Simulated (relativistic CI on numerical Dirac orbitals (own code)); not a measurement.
Computed by Dirac-Coulomb-Breit CI, KLI orbitals optimised for each configuration, model QED, unscaled Slater integrals (own radial code, finite nucleus).

The strongest absorption lines from the ground level of an ion, among the configurations computed and to levels below about 4080 eV (vacuum wavelength in nm, gf): 0.30821 (0.11), 0.32426 (0.31), 0.33551 (0.54), 0.39623 (0.32), 0.40089 (0.12), 0.41469 (1.6), 0.43195 (2), 0.46767 (0.14).

(1) Which ion is it?
A. Ru XXXV
B. Ru XXXVII
C. Nb XXXII
D. Ag XXXVIII

## Answers

(1) A. Ru XXXV has 10 electrons and the ground level 2s2 2p6 1S_0; the strongest line goes to 2s2 2p5 3d 1P°_1. The pattern of lines fixes the number of electrons, and along that sequence the line energies rise steadily with the charge (about as its square where n changes within one kind of shell, about linearly where n is kept but much faster in heavy ions where fine structure, which grows about as Z⁴, sets the gap, and irregularly where shells cross), which fixes Z. Configurations outside the model, such as inner-shell arrays, can give stronger lines. At this charge energies of transitions that change n are usually good to better than 1 %, and those within a shell (Δn = 0) to a few per cent.

LS names give the leading component of a level, which can be under half, so a name can repeat, a term be missing and a line seem to break the LS rules.
